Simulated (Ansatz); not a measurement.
Mg₅Si₃⁻. Total charge -1; doublet. Geometry r2SCAN-D4/def2-SVPD, basis def2-TZVPD, Ansatz.

```csv
atom,x (Å),y (Å),z (Å)
Mg1,0.890,-2.406,-0.969
Mg2,-1.944,-2.070,0.322
Mg3,-1.642,1.168,0.931
Mg4,0.266,2.497,-0.759
Mg5,-0.832,-0.040,-1.702
Si6,1.307,1.360,1.572
Si7,0.270,-0.688,1.155
Si8,1.684,0.179,-0.549
```

```csv
run,HOMO (eV),LUMO (eV)
A,-0.41,0.42
B,-0.23,0.37
C,-0.81,0.85
D,-0.26,0.16
E,-0.96,0.87
```

The structure comes from a short search, and lower isomers may exist.

HOMO and LUMO are taken over both spins.

The runs used LDA (SPW92), PBE, PBE0, r2SCAN, r2SCAN0. Estimate which is which.

A r2SCAN (0 % exact exchange); B PBE (0 % exact exchange); C PBE0 (25 % exact exchange); D LDA (SPW92) (0 % exact exchange); E r2SCAN0 (25 % exact exchange). Exact exchange lowers occupied and raises empty levels; among semilocal functionals meta-GGAs tend to open the gap a little, and such runs are hard to tell apart. The gap grows from 0.42 eV (LDA (SPW92)) to 1.83 eV (r2SCAN0). At r2SCAN-D4/def2-TZVPD, r2SCAN0-D4/def2-TZVPD the charge -1 doublet is spin-contaminated (final ⟨S²⟩ up to 0.93, 0.75 for a pure state).
